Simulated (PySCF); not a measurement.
C2H6O2Si, SMILES C1[SiH](CO1)O. Atoms are numbered in the order given.

```xyz
11

O      2.0079    -0.4672     0.0000
Si     0.5775     0.3795     0.0000
C     -0.8443    -0.1459    -1.1313
O     -1.7228    -0.0429     0.0000
C     -0.8443    -0.1459     1.1313
H      2.8265     0.0349     0.0000
H      0.8755     1.8471     0.0000
H     -0.7792    -1.1845    -1.5113
H     -1.1887     0.5028    -1.9525
H     -1.1887     0.5028     1.9525
H     -0.7792    -1.1845     1.5113
```

Geometry: PBE0-D3(BJ)/def2-SVP. This is a generated structure with no PubChem entry under its InChIKey; it may be hypothetical. Other conformers were not sampled.

Two levels are set side by side: PBE/pcSseg-1 (PySCF) and HF/pcSseg-1 (PySCF). GIAO shifts against H2O (¹⁷O), TMS (²⁹Si), TMS (¹H), TMS (¹³C) at the same level; non-relativistic, no solvent, atoms listed together averaged. Differences are taken from unrounded values.

```tsv
quantity	HF	PBE	PBE minus HF
δ(¹⁷O) of O1 (ppm)	31.0	64.0	33.1
δ(²⁹Si) of Si2 (ppm)	-0.8	0.2	1.0
δ(¹³C) of C3, C5 (ppm)	67.7	81.1	13.4
δ(¹⁷O) of O4 (ppm)	-30.2	14.7	44.9
δ(¹H) of H6 (ppm)	2.66	2.62	-0.03
δ(¹H) of H7 (ppm)	5.16	6.12	0.96
```

Rough cost on one machine, each run with all the roots and properties that it gave: HF against PBE within a factor of 2.
